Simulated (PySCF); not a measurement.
# Nitrogen: a sound run and one with changed settings

Sound run: N⁺ [He] 2s2 2p2, N²⁺ [He] 2s2 2p1. Computed with PySCF 2.14 in pcseg-2 (4s3p2d1f, 30 functions), with no relativity, point nucleus. In the sound run the correlated levels freeze 1s2. The sound run starts from symmetry-adapted Hartree-Fock orbitals and uses a fine grid where one is needed.

A second run was set up differently.

```tsv
species	method	sound run (hartree)	changed run (hartree)	converged
N⁺	UHF	-53.88813	-53.24264	yes
N⁺	PBE0	-54.00195	-53.34076	yes
N⁺	MN15	-54.01336	-53.10394	yes
N⁺	MP2	-53.95681	-53.25331	yes
N⁺	CCSD(T)	-53.97933	-53.26332	yes
N²⁺	UHF	-52.81426	-52.12682	yes
N²⁺	PBE0	-52.90105	-52.19984	yes
N²⁺	MN15	-52.92121	-51.97463	yes
N²⁺	MP2	-52.86807	-52.14900	yes
N²⁺	CCSD(T)	-52.89574	-52.16878	yes
```

Ionisation energy of N⁺:

```tsv
method	sound run (eV)	changed run (eV)
UHF	29.221	30.363
PBE0	29.957	31.046
MN15	29.719	30.730
MP2	29.626	30.050
SCS-MP2	29.495	29.987
CCSD	29.472	29.784
CCSD(T)	29.486	29.784
```

**Question.** What was changed?
A. all electrons correlated in a valence basis
B. level shift left on
C. radial grid too coarse
D. minimal basis

**Answer.** D. It used basis STO-3G. A minimal basis cannot let orbitals breathe on ionisation and holds almost no correlation.
